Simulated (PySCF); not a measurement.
```xyz
4

C     -0.1683     0.0056    -0.0008
Cl     1.5161    -0.0501     0.0067
H     -0.7054    -0.9295    -0.0049
H     -0.6424     0.9741    -0.0009
```

Charge 0, multiplicity 2.

Q: Give the Mulliken and meta-Löwdin atomic charges from TPSSh-D3(BJ)/def2-TZVP // PBE0-D3(BJ)/def2-TZVP run with PySCF.

A: 
| atom | Mulliken (e) | meta-Löwdin (e) |
|---|---|---|
| C1 | -0.26 | -0.30 |
| Cl2 | -0.06 | 0.02 |
| H3 | 0.16 | 0.14 |
| H4 | 0.16 | 0.14 |
